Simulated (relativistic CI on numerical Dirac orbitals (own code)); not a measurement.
In: calculation against measurement

Computed by Dirac-Coulomb-Breit CI, orbitals from a KLI potential per configuration, a model potential for QED, valence Slater integrals scaled by 0.85, P86 correlation energy added to each configuration (own radial code, finite nucleus).

Configuration list (outside the closed core [Kr] 4d10): 5s2.5p, 5s2.6s, 5s2.6p, 5s2.5d, 5s.5p2, 5s2.7s, 5s2.6d, 5s2.7p, 5s2.4f, 5s2.8s, 5s2.8p, 5s2.7d, 5s2.5f, 5s2.5g, 5s2.8d, 5p3, 5s.5p.5d. Levels of other configurations are missing.

| Configuration | Term (tabulated) | J | Measured (cm⁻¹) | Computed | Error | Purity (%) |
| --- | --- | --- | --- | --- | --- | --- |
| 5s2.5p | 2P° | 1/2 | 0.0 | 0 | 0 | 97 |
| 5s2.5p | 2P° | 3/2 | 2212.6 | 1922 | -290 | 97 |
| 5s2.6s | 2S | 1/2 | 24373.0 | 27858 | 3485 | 100 |
| 5s2.6p | 2P° | 1/2 | 31817.0 | 35059 | 3242 | 100 |
| 5s2.6p | 2P° | 3/2 | 32115.2 | 35351 | 3236 | 100 |
| 5s2.5d | 2D | 3/2 | 32892.2 | 35757 | 2865 | 91 |
| 5s2.5d | 2D | 5/2 | 32915.5 | 35795 | 2879 | 91 |
| 5s.5p2 | 4P | 1/2 | 34977.7 | 30144 | -4833 | 100 |
| 5s.5p2 | 4P | 3/2 | 36020.8 | 31064 | -4957 | 100 |
| 5s2.7s | 2S | 1/2 | 36301.8 | 40050 | 3748 | 100 |
| 5s.5p2 | 4P | 5/2 | 37451.9 | 32471 | -4981 | 99 |
| 5s2.6d | 2D | 3/2 | 39048.5 | 42366 | 3318 | 81 |
| 5s2.6d | 2D | 5/2 | 39098.4 | 42436 | 3338 | 83 |

Measured levels from NIST Handbook of Basic Atomic Spectroscopic Data (Sansonetti and Martin, J. Phys. Chem. Ref. Data 34, 1559 (2005)); pairs were made by configuration, J and term (by order where the table uses no LS term), so strongly mixed levels may be paired wrongly.

Mean error by configuration (cm⁻¹): 5s2.5p -290; 5s2.6s 3485; 5s2.6p 3239; 5s2.5d 2872; 5s.5p2 -4924; 5s2.7s 3748; 5s2.6d 3328. Over the excited levels the mean absolute error is 3431 cm⁻¹ (12 of the 12 excited levels that our extract of the source holds in range could be paired), and the median relative error of those above 1,000 cm⁻¹ is 10 %.

Transition probabilities of persistent lines. The last column rescales the computed rate by the cube of measured over computed energy:

```
λ measured (Å)           Lower          Upper  A tabulated (s⁻¹)  A computed  A rescaled
   2710.26 air  5s2.5p 2P°_3/2  5s2.6d 2D_5/2           2.70e+07    6.00e+06    4.53e+06
   2753.88 air  5s2.5p 2P°_1/2  5s2.7s 2S_1/2           1.30e+07    2.64e+07    1.97e+07
   2932.63 air  5s2.5p 2P°_3/2  5s2.7s 2S_1/2           2.30e+07    4.75e+07    3.40e+07
   3039.36 air  5s2.5p 2P°_1/2  5s2.5d 2D_3/2           1.11e+08    1.04e+08    8.11e+07
   3256.09 air  5s2.5p 2P°_3/2  5s2.5d 2D_5/2           1.30e+08    1.34e+08    9.95e+07
   3258.57 air  5s2.5p 2P°_3/2  5s2.5d 2D_3/2           3.00e+07    2.28e+07    1.70e+07
   4101.75 air  5s2.5p 2P°_1/2  5s2.6s 2S_1/2           5.00e+07    8.64e+07    5.79e+07
   4511.30 air  5s2.5p 2P°_3/2  5s2.6s 2S_1/2           8.90e+07    1.63e+08    1.02e+08
```
